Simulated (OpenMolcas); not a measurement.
Rh2+ among 2 point charges of -2 e arranged as a linear pair (D∞h).

```yaml
Program: OpenMolcas
Method: "SS-CASPT2, IPEA 0.25 Eh, imaginary shift 0.1 Eh (closed shells correlated: 4s 4p)"
Basis: ANO-RCC-VDZP [6s5p3d1f]
Scalar_Hamiltonian: DKH2, point nucleus
Active_space: 7 electrons in 5 orbitals (4d)
State_averaging: 2S+1 = 4 even, 10 roots; 2S+1 = 2 even, 40 roots
Spin-orbit_coupling: RASSI with atomic mean-field integrals over the reference wave functions
```

All point charges move together. At R = 2.25 Å the first state of the same spin is 2100 cm-1, and at R = 2.35 Å it is 1310 cm-1.

A third run gives 3610 cm-1. What distance was it run at?

With a power law R^-n the two known points give n = -ln(1310 / 2100) / ln(2.35 / 2.25) = 10.85. Then R = 2.25 × (2100 / 3610)^(1/10.85) = 2.140 Å. The run was at 2.1 Å, so the estimate is off by +0.040 Å.

Roots that are degenerate in the reference are averaged as groups; the widest CASPT2 spread within a group is 32 cm-1 (the 2-fold group of multiplicity 2 near 26500 cm-1 above the lowest state of its run, R = 2.35). Shifts and gaps below about the spread of the groups concerned are not significant. Point charges give a weaker field than real ligands, and real ions of this kind are as a rule low spin; the high spin found here belongs to the model. Free-ion shares, where given, are those of the reference states; single-state CASPT2 does not remix them. The ground term spreads over less than 5000 cm-1, several times less than with real ligands, so orbital moments are less quenched and χT lies further from the spin-only value than at real sites (holds for R = 2.25; R = 2.35). Point charges carry no covalency, so the field is a model and not that of real ligands. No measured value stands beside these numbers.
